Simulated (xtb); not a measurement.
Mg(NH2)(GeH3) (GeH5MgN), SMILES [NH2][Mg][GeH3]. All values are semi-empirical tight-binding results from xtb (GFN2-xTB unless named), good for trends rather than for accurate numbers. Geometry: GFN2-xTB. One conformer was computed; it need not be the lowest.

A frequency run showed that this geometry is not a minimum.

For metal compounds this method's bond lengths and energies can be far off.

| Property | Result |
|---|---|
| orbital gap | 2.32 eV |
